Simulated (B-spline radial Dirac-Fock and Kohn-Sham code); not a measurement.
Binding energies of Sm⁷⁺ at several levels of theory

System: the Sm⁷⁺ ion, [Kr] 4d10 4f4 5s2 5p3.

The density-functional columns are spherical, spin-unpolarised Dirac-Kohn-Sham results without Breit or QED terms: −ε is minus the orbital energy of the initial state and ΔSCF the difference of two total energies. The reference in the last column comes from Dirac-Fock (average of configuration) total-energy differences with a finite nucleus, the Breit interaction including its frequency dependence, and self-energy and vacuum-polarisation corrections. All numbers are from a B-spline atomic structure program, in eV; a selection of levels is shown. For the 1s level of heavy atoms much of the gap between ΔSCF and the reference is the Breit and QED part, -194.2 eV here; for other levels the error of the functional can be larger.

```
level   PBE −ε  PBE ΔSCF   LDA −ε  LDA ΔSCF  Dirac-Fock
    K  46731.7   47177.0  46686.8   47130.7     46949.2
   L1   7721.4    7805.3   7715.4    7799.6      7858.9
   L2   7324.6    7429.8   7322.2    7427.4      7428.8
   L3   6721.8    6817.4   6720.1    6815.8      6833.3
   M1   1774.9    1804.0   1773.3    1802.5      1847.0
   M2   1604.1    1634.6   1603.5    1634.1      1662.5
   M3   1482.0    1510.9   1481.7    1510.7      1539.9
   M4   1185.6    1218.7   1185.9    1219.0      1224.3
   M5   1159.1    1191.6   1159.4    1191.9      1198.4
   N1    435.8     450.6    435.1     449.9       471.2
   N3    342.9     357.1    342.5     356.7       371.2
   N4    234.5     248.2    234.5     248.2       250.1
   N5    229.5     243.1    229.6     243.2       245.3
 N6,7    101.6     113.8    102.0     114.2       111.0
   O1    132.8     141.2    133.3     141.7       140.0
 O2,3    108.9     116.6    109.3     117.1       115.1
```

**Question.** Order the estimates of the K (1s) level by their distance from the Dirac-Fock value, nearest first.
A. PBE ΔSCF
B. LDA ΔSCF
C. PBE −ε
D. LDA −ε

**Answer.** B (181.5 eV), C (217.5 eV), A (227.8 eV), D (262.5 eV).

Values without a named source are computed, but for edge energies of neutral atoms, which are taken from tables.
